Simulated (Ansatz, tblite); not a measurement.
Cost and result up the ladder for FeMe2 (C2H6Fe) (9 atoms). The state is a quintet with charge 0. Geometry: PBE0-D4/def2-TZVP.

```xyz
9

Fe   -0.0224    0.0486   -0.1010
C     1.7911    0.9441    0.0506
H     2.1072    1.0293    1.0967
H     1.7897    1.9578   -0.3669
H     2.5726    0.3826   -0.4755
C    -1.7930   -0.9399   -0.0594
H    -1.6790   -1.9887   -0.3594
H    -2.5360   -0.4942   -0.7310
H    -2.2301   -0.9397    0.9460
```

Ansatz on 2 threads of Arm Neoverse V1 on a shared host; xTB runs through tblite on one thread. Times are rough, summed over both states, and most runs start from the orbitals of an earlier one. PBE0-D4/def2-TZVP serves as the yardstick here, not as an exact answer. The other state is a sextet.

The xTB rows come from tblite. Correlated methods freeze 7 core orbitals; core or outer-core shells of Fe are correlated, in sets that lack core-valence functions. In CCSD on the charge 1 sextet the largest single amplitude is 0.35, so its Hartree–Fock determinant may place the open shell otherwise than the density functionals do. HOMO above LUMO, or a gap near zero within one spin, warns that the state may not be the lowest or that an electron is smeared out.

Run but left out: HF/def2-TZVP, MP2/def2-TZVP (charge +1 sextet: a determinant that CCSD turns far, T1 0.059).

Correlated methods converge slowly with the basis.

Raw xTB energies of ions are shifted by several eV, and xTB has no spin-polarisation term.

```tsv
level	functions	wall time	vertical IE (eV)	difference from PBE0-D4/def2-TZVP (eV)	remarks
GFN2-xTB	23	0.006 s	12.17	3.52	–
GFN1-xTB	29	0.02 s	14.94	6.29	–
PBE-D4/def2-TZVP (with forces)	143	37 s	8.42	-0.23	gap within one spin near zero (+1 sextet)
PBE0-D4/def2-TZVP	143	44 s	8.65	0.00	–
r2SCAN-D4/def2-TZVP	143	69 s	8.46	-0.19	–
CCSD(T)/def2-TZVP	143	6.2 min	8.83	0.18	large T1 (0.059) (+1 sextet)
```
